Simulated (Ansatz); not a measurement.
An input meant for the cluster Li5H6 (charge 0, doublet; atoms displaced at random, 0.03 Å in each coordinate).

```yaml
crystal:
  periodic: [false, false, false]
  atoms:
    - {symbol: Li, position_ang: [-1.548959, 0.285492, -1.422125]}
    - {symbol: Li, position_ang: [0.522018, -1.063951, -1.486926]}
    - {symbol: Li, position_ang: [-0.387551, -0.292624, 0.710109]}
    - {symbol: Li, position_ang: [2.827474, 0.535932, 0.384250]}
    - {symbol: Li, position_ang: [0.552971, 1.586740, -0.887262]}
    - {symbol: H, position_ang: [-0.966892, 1.318601, 0.013026]}
    - {symbol: H, position_ang: [-0.785432, -0.367604, 2.808021]}
    - {symbol: H, position_ang: [0.027220, 0.535541, -2.318134]}
    - {symbol: H, position_ang: [1.334258, -0.193582, -0.060048]}
    - {symbol: H, position_ang: [-1.027545, -1.320322, -0.626628]}
    - {symbol: H, position_ang: [-0.693933, -1.030148, 2.696037]}
basis:
  gaussian: {orbitals: def2-SVP, fitting: {mean_field: cc-pVTZ-jkfit}}
total_charge: -1
magnetization: {spin_polarized: true, initial_magnetization: 1}
hamiltonian: {xc: {name: HF}}
correlation: {method: mp2}
scf: {omitted_lower_state_checks: [starts]}
output: {forces: true}
```

```sh
$ ansatz run in.yaml --threads 4 --pin off --events-out ev --progress --plain --max-ram 3916MiB
```

Problem. Predict how Ansatz answers.

Solution. The input was rejected before any iteration. The number of unpaired electrons doesn't fit the electron count.
```
Error: a molecule whose nuclei and cores have a total charge of 21 cannot have a net charge of -1 together with 1 unpaired electrons
```
